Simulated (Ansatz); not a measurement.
The cluster ZnO2⁻. Charge -1, multiplicity 2. Geometry PBE0-D4/def2-TZVPD, basis def2-TZVPD, Ansatz.

```csv
atom,x (Å),y (Å),z (Å)
Zn1,0.135,1.249,-0.774
O2,0.576,-0.624,0.531
O3,-0.711,-0.625,0.243
```

```
run  HOMO (eV)  LUMO (eV)
  A      -0.36       3.34
  B       1.11       1.84
  C       0.92       2.29
  D       1.00       1.43
  E      -0.52       3.72
```

The structure holds 1 bond(s) between oxygen atoms. Another isomer (doublet) lies 0.90 eV lower at PBE0-D4/def2-TZVPD; other spin states weren't run for this one.

HOMO and LUMO are taken over both spins.

Task: The runs used LDA (SPW92), PBE, PBE0, r2SCAN, r2SCAN0. Estimate which is which.

Result: A PBE0 (25 % exact exchange); B PBE (0 % exact exchange); C r2SCAN (0 % exact exchange); D LDA (SPW92) (0 % exact exchange); E r2SCAN0 (25 % exact exchange). Exact exchange lowers occupied and raises empty levels; among semilocal functionals meta-GGAs tend to open the gap a little, and such runs are hard to tell apart. The gap grows from 0.43 eV (LDA (SPW92)) to 4.25 eV (r2SCAN0). At PBE-D4/def2-TZVPD, r2SCAN-D4/def2-TZVPD, LDA (SPW92)/def2-TZVPD the highest occupied level of the charge -1 doublet lies above zero (up to 1.11 eV). It is a level of β spin, whose loss leaves a triplet; that state wasn't run at this geometry and level. The electron is either unbound and held by the finite basis, or the level is raised by self-interaction error.
